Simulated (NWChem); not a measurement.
Program: NWChem. System: BO, charge 0, spin multiplicity 2, at a geometry optimised with UB3LYP/def2-SVP. The structure started from a generated list of species. Its SCF solution wasn't tested for a lower state. Level: ROCCSD(T)/def2-TZVP, 2 core orbitals frozen.

Input file:

```
start mol
memory heap 100 mb stack 700 mb global 1900 mb
geometry units angstroms nocenter noautoz
  B      0.000000     0.000000     0.740548
  O      0.000000     0.000000    -0.462842
  symmetry group C2v
end
basis spherical
  * library def2-tzvp
end
scf
  rohf
  nopen 1
  maxiter 100
  thresh 1e-7
  semidirect memsize 60000000 filesize 0
  # guess.movecs holds the orbitals of an unrestricted PBE0 run
  vectors input guess.movecs output mol.movecs
end
tce
  freeze core 2
  ccsd(t)
  2eorb
  2emet 13
  thresh 1e-6
  maxiter 100
  tilesize 24
end
task tce energy
```

Output (cleaned and shortened):

```
             Northwest Computational Chemistry Package (NWChem) 7.3.0
             --------------------------------------------------------

                                NWChem Input Module
                                -------------------

 Scaling coordinates for geometry "geometry" by  1.889725989
 (inverse scale =  0.529177249)

 Turning off AUTOSYM since
 SYMMETRY directive was detected!

                             Geometry "geometry" -> ""
                             -------------------------

 Output coordinates in angstroms (scale by  1.889725989 to convert to a.u.)

  No.       Tag          Charge          X              Y              Z
 ---- ---------------- ---------- -------------- -------------- --------------
    1 B                    5.0000     0.00000000     0.00000000     0.74054800
    2 O                    8.0000     0.00000000     0.00000000    -0.46284200

 Effective nuclear repulsion energy (a.u.)      17.5895511513

            Nuclear Dipole moment (a.u.)
            ----------------------------
        X                 Y               Z
 ---------------- ---------------- ----------------
     0.0000000000     0.0000000000     0.0000075589

      Symmetry information
      --------------------

 Group name             C2v
 Group number             16
 Group order               4
 No. of unique centers     2

      Symmetry unique atoms

     1    2


 Summary of "ao basis" -> "" (spherical)
 ------------------------------------------------------------------------------
       Tag                 Description            Shells   Functions and Types
 ---------------- ------------------------------  ------  ---------------------
 *                         def2-tzvp                  on all atoms

 Summary of "ao basis" -> "ao basis" (spherical)
 ------------------------------------------------------------------------------
       Tag                 Description            Shells   Functions and Types
 ---------------- ------------------------------  ------  ---------------------
 B                         def2-tzvp                11       31   5s3p2d1f
 O                         def2-tzvp                11       31   5s3p2d1f

                                 NWChem SCF Module
                                 -----------------

  ao basis        = "ao basis"
  functions       =    62
  atoms           =     2
  closed shells   =     6
  open shells     =     1
  charge          =   0.00
  wavefunction    = ROHF
  use symmetry    = T
  symmetry adapt  = T

 Summary of "ao basis" -> "ao basis" (spherical)
 ------------------------------------------------------------------------------
       Tag                 Description            Shells   Functions and Types
 ---------------- ------------------------------  ------  ---------------------
 B                         def2-tzvp                11       31   5s3p2d1f
 O                         def2-tzvp                11       31   5s3p2d1f

      Symmetry analysis of basis
      --------------------------

        a1         28
        a2          6
        b1         14
        b2         14

 Forming initial guess at       0.0s

      Symmetry analysis of molecular orbitals - initial
      -------------------------------------------------

  Numbering of irreducible representations:

     1 a1          2 a2          3 b1          4 b2

  Orbital symmetries:

     1 a1          2 a1          3 a1          4 a1          5 b1
     6 b2          7 a1          8 b2          9 b1         10 a1
[...]
           0.000000000000          33.722575220064           0.000000000000
           0.000000000000           0.000000000000           0.000000000000

  Mulliken analysis of the total density
  --------------------------------------

    Atom       Charge   Shell Charges
 -----------   ------   -------------------------------------------------------
    1 B    5     4.72   0.92  1.06  0.50  0.51  0.08  0.83  0.58  0.09  0.07  0.07  0.02
    2 O    8     8.28   0.79  1.18  0.59  0.90  0.29  1.82  1.90  0.80  0.00  0.02  0.00

 Mulliken analysis of the open-shell density
 -------------------------------------------

    Atom       Charge   Shell Charges
 -----------   ------   -------------------------------------------------------
    1 B    5     0.99   0.01 -0.01  0.19  0.34  0.08  0.20  0.17  0.02 -0.00  0.00  0.00
    2 O    8     0.01   0.00 -0.00  0.00  0.00  0.00  0.02  0.01 -0.01  0.00 -0.00  0.00

       Multipole analysis of the density wrt the origin
       ------------------------------------------------

     L   x y z        total         open         nuclear
     -   - - -        -----         ----         -------
     0   0 0 0     -0.000000     -1.000000     13.000000

     1   1 0 0      0.000000      0.000000      0.000000
     1   0 1 0     -0.000000     -0.000000      0.000000
     1   0 0 1      1.174762     -2.408381      0.000008

     2   2 0 0     -7.621461     -1.242448      0.000000
     2   1 1 0     -0.000000     -0.000000      0.000000
     2   1 0 1      0.000000      0.000000      0.000000
     2   0 2 0     -7.621461     -1.242448      0.000000
     2   0 1 1     -0.000000     -0.000000      0.000000
     2   0 0 2     -7.538652     -6.953799     15.912086

                   NWChem Extensible Many-Electron Theory Module
                   ---------------------------------------------


            General Information
            -------------------
      Number of processors :     1
         Wavefunction type : Restricted open-shell Hartree-Fock
          No. of electrons :    13
           Alpha electrons :     7
            Beta electrons :     6
           No. of orbitals :   124
            Alpha orbitals :    62
             Beta orbitals :    62
        Alpha frozen cores :     2
         Beta frozen cores :     2
     Alpha frozen virtuals :     0
      Beta frozen virtuals :     0
         Spin multiplicity : doublet
    Number of AO functions :    62
       Number of AO shells :    22
        Use of symmetry is : on
      Symmetry adaption is : on
         Schwarz screening : 0.10D-09

          Correlation Information
          -----------------------
          Calculation type : Coupled-cluster singles & doubles w/ perturbation
   Perturbative correction : (T)
            Max iterations :      100
        Residual threshold : 0.10D-05
     T(0) DIIS level shift : 0.00D+00
     L(0) DIIS level shift : 0.00D+00
     T(1) DIIS level shift : 0.00D+00
     L(1) DIIS level shift : 0.00D+00
     T(R) DIIS level shift : 0.00D+00
     T(I) DIIS level shift : 0.00D+00
   CC-T/L Amplitude update :  5-th order DIIS
                I/O scheme : Global Array Library
        L-threshold :  0.10D-05
        EOM-threshold :  0.10D-05
 no EOMCCSD initial starts read in
 TCE RESTART OPTIONS
 SLICE:      F
 D4D5:       F
 quantumc:   F
 qrotation:  F
 pwtce:      F
 qducc:      F
 nacto:                         0
 nrotv:                         0
 nrot:                          0

            Memory Information
            ------------------
          Available GA space size is     249029112 doubles
          Available MA space size is     104854372 doubles

 Maximum block size supplied by input
 Maximum block size        24 doubles

 tile_dim =     23

 -------------------------------------------------

 Global array virtual files algorithm will be used

 Parallel file system coherency ......... OK

 4-electron integrals stored in orbital form

 v2    file size   =          1061275
 4-index algorithm nr.  13 is used
 imaxsize =       30
 imaxsize ichop =        0


CCSD iterations
 ---------------------------------------------------------
 Iter          Residuum       Correlation     Cpu    Wall
 ---------------------------------------------------------
    1   0.1680550638862  -0.3024800086849     0.2     0.2
    2   0.0395818276173  -0.2926333283400     0.2     0.2
    3   0.0167568589944  -0.3000779572776     0.2     0.2
    4   0.0093873178844  -0.2999624135110     0.2     0.2
    5   0.0073520693840  -0.3006432793188     0.2     0.2
    6   0.0030946168593  -0.3010160240612     0.2     0.2
    7   0.0015381363710  -0.3011162933562     0.2     0.2
    8   0.0012749809116  -0.3010289543067     0.2     0.2
    9   0.0010980575455  -0.3011301086434     0.2     0.2
   10   0.0010925417077  -0.3010780896371     0.2     0.2
   11   0.0001312753691  -0.3011490561616     0.2     0.2
   12   0.0000745028338  -0.3011364714978     0.2     0.2
   13   0.0000383626153  -0.3011360775430     0.2     0.2
   14   0.0000407360563  -0.3011361527679     0.2     0.2
   15   0.0000291874529  -0.3011345363444     0.2     0.2
   16   0.0000068022804  -0.3011346307587     0.2     0.2
   17   0.0000039921523  -0.3011346755834     0.2     0.2
   18   0.0000025663176  -0.3011346634377     0.2     0.2
   19   0.0000020503214  -0.3011347923322     0.2     0.2
   20   0.0000013820344  -0.3011347617100     0.2     0.2
   21   0.0000003562373  -0.3011348854007     0.2     0.2
 -----------------------------------------------------------------
 Iterations converged
 CCSD correlation energy / hartree =        -0.301134885400674
 CCSD total energy / hartree       =       -99.858436708611549

 Singles contributions

 Doubles contributions
 CCSD(T)
 Using plain CCSD(T) code
             total no. of tasks          927
 total no. of tasks / no. procs          927
                         wl_min            2           1.1
                         wl_max        97336           6.8
        thresh for no. of tasks          927

 CCSD[T]  correction energy / hartree =        -0.016603540182974
 CCSD[T] correlation energy / hartree =        -0.317738425583648
 CCSD[T] total energy / hartree       =       -99.875040248794519
 CCSD(T)  correction energy / hartree =        -0.014720391842002
 CCSD(T) correlation energy / hartree =        -0.315855277242675
 CCSD(T) total energy / hartree       =       -99.873157100453554

 Task  times  cpu:        6.5s     wall:        6.5s

 Total times  cpu:        6.5s     wall:        6.5s
```
